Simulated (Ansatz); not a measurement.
The same molecule with X = O, S, Se. Ansatz, PBE0-D4/def2-TZVP geometries, multiplicity 1. Each molecule was computed in one conformer, which needn't be the lowest.

Scalar relativity is left out up to krypton.

```json
{"X": "S", "molecule": "`[F][Ti]([F])([F])[SH]`", "mean X–H bond length / Å": "1.349", "mean X–Ti bond length / Å": "2.273", "HOMO energy (B3LYP/def2-TZVPP) / eV": "-8.18", "HOMO–LUMO gap (PBE/def2-TZVPP) / eV": "3.04", "HOMO–LUMO gap (ωB97M-V/def2-TZVPP) / eV": "9.70"}
{"X": "Se", "molecule": "`[F][Ti]([F])([F])[SeH]`", "mean X–H bond length / Å": "1.474", "mean X–Ti bond length / Å": "2.410", "HOMO energy (B3LYP/def2-TZVPP) / eV": "-7.69", "HOMO–LUMO gap (PBE/def2-TZVPP) / eV": "2.63", "HOMO–LUMO gap (ωB97M-V/def2-TZVPP) / eV": "9.08"}
```

Question: Give the row for X = O, `[OH][Ti]([F])([F])[F]`. (Estimate.)

Answer: Computed: 
```json
{"X": "O", "molecule": "`[OH][Ti]([F])([F])[F]`", "mean X–H bond length / Å": "0.957", "mean X–Ti bond length / Å": "1.762", "HOMO energy (B3LYP/def2-TZVPP) / eV": "-10.33", "HOMO–LUMO gap (PBE/def2-TZVPP) / eV": "5.29", "HOMO–LUMO gap (ωB97M-V/def2-TZVPP) / eV": "12.86"}
```

From O to Se the mean X–H bond length rises at each step, by 0.517 Å in all; the mean X–Ti bond length rises at each step, by 0.648 Å in all; the HOMO energy (B3LYP/def2-TZVPP) rises at each step, by 2.64 eV in all; the HOMO–LUMO gap (PBE/def2-TZVPP) falls at each step, by 2.66 eV in all; the HOMO–LUMO gap (ωB97M-V/def2-TZVPP) falls at each step, by 3.78 eV in all. Bonds lengthen as the atom grows down the group.

B3LYP here is the variant with VWN-RPA as its local correlation; programs differ in this.

Spin–orbit coupling is left out; it splits and shifts lone-pair levels of the heavy atoms by tenths of an eV.
